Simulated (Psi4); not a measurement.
Here is a job for Psi4.
```
memory 2 GB

molecule {
0 1
  B    -0.01289737    0.01125581   -0.00796195
  S    -1.69888786   -0.62032018    0.04748603
  H    -1.43594829   -1.75709911    0.68277756
  S     0.23688736    1.61218036   -0.80194752
  H     1.55483670    1.71290270   -0.64043213
  S     1.31220986   -0.98137719    0.72467237
  H     2.34224861   -0.17981055    0.47409011
}

set basis cc-pvdz
set freeze_core true

energy('mp2')
print_variables()
```

Question: Estimate the nuclear repulsion energy that MP2/cc-pVDZ in Psi4 1.11 returns for this input.

Answer: 238.0672 Eh

Question: Give the MP2 correlation energy at the level MP2/cc-pVDZ.

Answer: -0.4861 Eh
